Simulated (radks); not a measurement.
Values are calculated unless marked as measured or tabulated.
Problem. Coherent X-ray form factor from a spherical all-electron density. Code: a radial shooting solver on a logarithmic mesh with Libxc functionals. Model: scalar-relativistic Kohn-Sham, BLYP, spin-polarised, spherical densities, finite nucleus; Fermi nuclear charge, rms radius of each element as measured or else 0.836 A^(1/3) + 0.57 fm.

sin(theta)/lambda (1/angstrom)  f0 (electrons)
0.05                                    65.592
0.1                                     64.405
0.15                                    62.540
0.2                                     60.145
0.25                                    57.387
0.3                                     54.433
0.4                                     48.468
0.5                                     42.977
0.6                                     38.202
0.8                                     30.609
1                                       25.022
1.25                                    20.226
1.5                                     17.211
2                                       13.617

The species is in the configuration that NIST lists as its ground one. Which atom or ion scatters so?

Solution. The tantalum ion Ta7+, [Kr] 4d10 4f13 5s2 5p5. Extrapolating in s^2 from the first two rows gives f0(0) = 66.0, near the electron count 66; among species with that count, the fall with angle is slower the higher Z, and the table is that of Z = 73; from so few rows the species is fixed only to a neighbour or two.
